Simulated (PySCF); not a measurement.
VO2F, SMILES [O]=[V](=[O])[F], multiplicity 1.

Geometry: B3LYP-D3(BJ)/def2-SVP. The multiplicity is an assumed one; other spin states were not compared.

Computed with PySCF with B3LYP-D3(BJ)/def2-SVP.

Frequencies are harmonic and unscaled.

```
mode  ν (cm⁻¹)  IR (km/mol)  Raman (Å⁴/amu)  depolarisation  moving atoms (share of kinetic energy)
----  --------  -----------  --------------  --------------  --------------------------------------
1          162         83.2             0.3            0.49                  V 43 %, O 38 %, F 19 %
2          257          6.4             3.1            0.75                  O 44 %, F 41 %, V 15 %
3          394          3.2             4.0            0.69                  O 81 %, V 10 %, F 10 %
4          763        110.4             5.0            0.11                   F 68 %, V 23 %, O 8 %
5         1119        247.6             5.2            0.75                          O 68 %, V 32 %
6         1121         98.0            18.7            0.10                          O 78 %, V 22 %
```
